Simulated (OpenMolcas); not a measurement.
An atom or ion with 77 electrons was computed by MS-CASPT2, IPEA 0.25 Eh, imaginary shift 0.1 Eh with spin-orbit coupling (OpenMolcas, ANO-RCC-VQZP, DKH2). The lowest levels that the run gave, each within 12 % of the measured value where one is at hand:

```csv
J,Parity,E (cm⁻¹),g
5/2,even,0.0,1.201
3/2,even,13280,0.800
9/2,even,27710,1.326
7/2,even,32690,1.191
5/2,even,36820,1.313
3/2,even,38090,0.795
5/2,even,42200,1.107
7/2,even,43420,1.173
1/2,even,47860,2.550
3/2,even,48030,1.250
5/2,even,49890,1.181
3/2,even,52310,1.314
```

**Question.** Which ion is it, and what are the configurations and terms?

**Answer.** Au2+ (Z = 79, charge +2; active space 9 electrons in 6 orbitals (5d 6s)). J, parity and g give the terms where levels are pure, and mixed ones are named by the computed weights; the size of the splittings, set against known spectra of the 77-electron sequence, gives the charge. In order, with the measured energies in cm⁻¹ (Iglesias, J. Res. Natl. Bur. Stand. 64A, 481 (1960)): 5d⁹ ²D_5/2, 5d⁹ ²D_3/2 (12694), 5d⁸ 6s ⁴F_9/2 (29754), 5d⁸ 6s ⁴F_7/2 [62 %] (35077), 5d⁸ 6s ²D_5/2 [39 %], 5d⁸ 6s ²D_3/2 [46 %], 5d⁸ 6s ⁴F_5/2 [67 %] (44426), 5d⁸ 6s ²F_7/2 [60 %] (45740), 5d⁸ 6s ⁴P_1/2 (49439), 5d⁸ 6s ⁴P_3/2 [56 %] (49969), 5d⁸ 6s ²F_5/2 [47 %], 5d⁸ 6s ²P_3/2 [43 %].

CASPT2 does not keep the components of a term degenerate, so their means are used; among the terms shown or strongly mixed into the levels shown the widest spread is 930 cm-1 (5d⁸ 6s ²F). Terms from blocks run as CI alone lack orbitals of their own. A single d shell beside an s shell can misplace configurations of different d count against each other. Measured partners are found by configuration, term and J. A level has none where our copy of the source lacks it or the pairing is in doubt (some pairs that miss far off the trend of their configuration count as doubtful), and it then counts in no deviation. Levels of configurations outside the active space are missing.

A share in square brackets marks a mixed level and gives the weight of the term that names it.
